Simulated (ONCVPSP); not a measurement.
**Scattering properties, ONCV potential for tantalum (Ta)**

* Element: Ta (Z = 73)
* Generator: ONCVPSP 4.0.1
* Type: optimised norm-conserving Vanderbilt (ONCV)
* Functional: PBE
* Relativity: scalar-relativistic
* Frozen core: [Kr] 4d10
* Valence charge: 27
* Reference configuration: 4f14 5s2 5p6 5d3 6s2
* Partial waves: 5s+6s: rc 1.80 bohr, ncon 4, nbas 8, qcut 7.2 1/bohr, 2 projectors; 5p: rc 1.65 bohr, ncon 3, nbas 7, qcut 7.6 1/bohr, 2 projectors, debl 1.4 Ha; 5d: rc 2.00 bohr, ncon 5, nbas 9, qcut 5.5 1/bohr, 2 projectors, debl 1.9 Ha; 4f: rc 1.10 bohr, ncon 4, nbas 9, qcut 13.5 1/bohr, local
* Local potential: the f channel
* Core correction: polynomial model core, fcfact 0.3

In the p channel the program set the typed energies aside and used -1.448, 0.250 Ha.

The phase is arctan(r·R′/R) of the radial function R(r), unwrapped; energies in Ha, scanned from -4 to 5 Ha. A pole is an energy at which the radial function vanishes at the test radius. The pseudo phase is shifted by a multiple of π to meet the all-electron one at the reference energy, and phase errors are pseudo minus all-electron; the curves can meet again beyond the range given. Levels narrower than the energy grid can be missing from the lists of poles.

```tsv
channel	radius (bohr)	reference energy (Ha)	poles, all-electron	poles, pseudo	unbroken range about the reference energy with phases within 0.05 rad	phase error 1 Ha above the reference energy (rad)
s	1.83	-0.20	-2.36	-2.36	the whole range	-0.001
p	1.67	-1.45	-0.37	-2.79, -0.37	above -2.8	+0.000
d	2.03	-0.13	0.91	0.91	the whole range	-0.000
f	1.11	-0.91	-0.21	-0.05	-1.3 to 0.0	+0.056
```

Note: ghosts flagged at negative energy: s at -457.7 eV, p at -75.7 eV; GHOST(+) flagged for d at 262.3 eV, d at 286.5 eV. A true bound ghost makes a file unfit for plane-wave use.

Phases in the f channel:

```
E (Ha)  all-electron  pseudo
 -3.98         1.100   1.187
 -3.74         1.072   1.167
 -3.50         1.038   1.142
 -3.26         0.997   1.112
 -3.02         0.944   1.073
 -2.78         0.875   1.022
 -2.54         0.781   0.951
 -2.30         0.646   0.846
 -2.06         0.442   0.678
 -1.82         0.130   0.387
 -1.58        -0.297  -0.098
 -1.34        -0.731  -0.656
 -1.10        -1.054  -1.045
 -0.86        -1.268  -1.268
 -0.62        -1.412  -1.402
 -0.38        -1.514  -1.490
 -0.14        -1.592  -1.551
  0.10        -1.654  -1.597
  0.34        -1.706  -1.634
  0.58        -1.752  -1.663
  0.82        -1.795  -1.688
  1.06        -1.836  -1.710
  1.30        -1.876  -1.730
  1.54        -1.917  -1.747
  1.78        -1.960  -1.763
  2.02        -2.005  -1.779
  2.26        -2.055  -1.794
  2.50        -2.110  -1.808
  2.74        -2.173  -1.822
  2.98        -2.245  -1.836
  3.22        -2.329  -1.850
  3.46        -2.427  -1.864
  3.70        -2.543  -1.879
  3.94        -2.680  -1.893
  4.18        -2.837  -1.909
  4.42        -3.011  -1.925
  4.66        -3.195  -1.942
  4.90        -3.377  -1.960
```
